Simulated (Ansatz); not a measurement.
The same path of C2H6F2SSi (12 atoms, charge 0, multiplicity 1) was run twice with different band settings. The coordinate that changes most is the dihedral H9–C1–Si2–F3.

All numbers below come from RKS r2SCAN/def2-SVP (Ansatz).

Relaxed end points:

```xyz
12
Properties=species:S:1:pos:R:3
C 0.168 -1.844 -0.122
Si 0.656 -0.098 0.260
F 1.622 0.461 -0.938
C -0.873 1.029 0.242
F -1.717 0.604 -0.789
S -0.425 2.776 0.096
H -0.455 -1.860 -1.030
H -0.427 -2.269 0.703
H 1.043 -2.493 -0.281
H 1.389 0.070 1.543
H -1.441 0.970 1.189
H 0.538 2.599 -0.839
```

```xyz
12
Properties=species:S:1:pos:R:3
C 0.053 -1.853 0.081
Si 0.539 -0.104 0.454
F 1.863 0.281 -0.428
C -0.820 1.091 -0.124
F -1.349 0.607 -1.324
S -0.213 2.789 -0.267
H -0.803 -2.159 0.704
H 0.878 -2.558 0.264
H -0.253 -1.930 -0.974
H 0.860 0.153 1.883
H -1.649 1.157 0.606
H 0.971 2.470 -0.843
```

Common settings: movable images 7; climbing image yes; spring 5.0 eV/Å²; start path IDPP; force threshold 0.05 eV/Å; end points relaxed.

| run | optimiser | iteration limit | largest step |
| --- | --- | --- | --- |
| 1 | quadratic models (default) | 57 | default |
| 2 | fire | 60 | 0.5 Å |

Q: What does each run give, and how far can it be trusted?

A: Run 1: converged after 3 iterations, highest image 0.055 eV above the first end. A vibrational analysis at the climbing image gives one clearly imaginary mode, 139i cm⁻¹: a first-order saddle point.
Run 2: converged after 17 iterations, highest image 0.056 eV above the first end. Another band between the same ends (7 images) ends at a top of the same energy, where a vibrational analysis finds 1 clearly imaginary mode.
